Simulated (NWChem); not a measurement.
System meant: CH5F2NSn; SMILES [CH3][Sn]([NH2])([F])[F]

NWChem input:

```
start job
memory heap 200 mb stack 900 mb global 1100 mb
geometry units angstroms noautoz
  C     -0.003021     1.989666    -0.741999
  Sn    -0.000229     0.013862     0.022946
  N      0.001373    -1.586995    -1.209857
  F     -1.541255    -0.204211     1.179960
  F      1.542130    -0.200126     1.178956
  H     -0.004620     1.959304    -1.839149
  H     -0.902003     2.501326    -0.374097
  H      0.896070     2.502934    -0.376630
  H     -0.818471    -2.169658    -1.039391
  H      0.823191    -2.167199    -1.040542
end
basis spherical
  * library def2-svp
end
ecp
  Sn library def2-ecp
end
dft
  odft
  mult 2
  xc b3lyp
  iterations 150
  mulliken
end
task dft energy
```

End of the output:

```
 Summary of "ao basis" -> "ao basis" (spherical)
 ------------------------------------------------------------------------------
       Tag                 Description            Shells   Functions and Types
 ---------------- ------------------------------  ------  ---------------------
 C                          def2-svp                 6       14   3s2p1d
 Sn                         def2-svp                10       26   4s4p2d
 N                          def2-svp                 6       14   3s2p1d
 F                          def2-svp                 6       14   3s2p1d
 H                          def2-svp                 3        5   2s1p

 Summary of "ao basis" -> "ao basis" (spherical)
 ------------------------------------------------------------------------------
       Tag                 Description            Shells   Functions and Types
 ---------------- ------------------------------  ------  ---------------------
 C                          def2-svp                 6       14   3s2p1d
 Sn                         def2-svp                10       26   4s4p2d
 N                          def2-svp                 6       14   3s2p1d
 F                          def2-svp                 6       14   3s2p1d
 H                          def2-svp                 3        5   2s1p

      Symmetry analysis of basis
      --------------------------

        a'         66
        a"         41

  number of electrons :                   58
  multiplicity        :                    2
 ------------------------------------------------------------------------
  no. of electrons and multiplicity not compatible                  58
 ------------------------------------------------------------------------
 ------------------------------------------------------------------------
  current input line :
    28: task dft energy
 ------------------------------------------------------------------------
 ------------------------------------------------------------------------
 There is an error in the input file
 ------------------------------------------------------------------------
 For more information see the NWChem manual at https://nwchemgit.github.io

0: no. of electrons and multiplicity not compatible:Received an Error in Communication
```

Find the fault in this run and fix the input.

The input was rejected before any calculation. Cause: the multiplicity doesn't fit the number of electrons (an even count wants an odd multiplicity, and the reverse). This input runs:
```
start job
memory heap 200 mb stack 900 mb global 1100 mb
geometry units angstroms noautoz
  C     -0.003021     1.989666    -0.741999
  Sn    -0.000229     0.013862     0.022946
  N      0.001373    -1.586995    -1.209857
  F     -1.541255    -0.204211     1.179960
  F      1.542130    -0.200126     1.178956
  H     -0.004620     1.959304    -1.839149
  H     -0.902003     2.501326    -0.374097
  H      0.896070     2.502934    -0.376630
  H     -0.818471    -2.169658    -1.039391
  H      0.823191    -2.167199    -1.040542
end
basis spherical
  * library def2-svp
end
ecp
  Sn library def2-ecp
end
dft
  xc b3lyp
  iterations 150
  mulliken
end
task dft energy
```
It converges to -509.75165 Ha (B3LYP/def2-SVP with def2 effective core potentials on Sn).
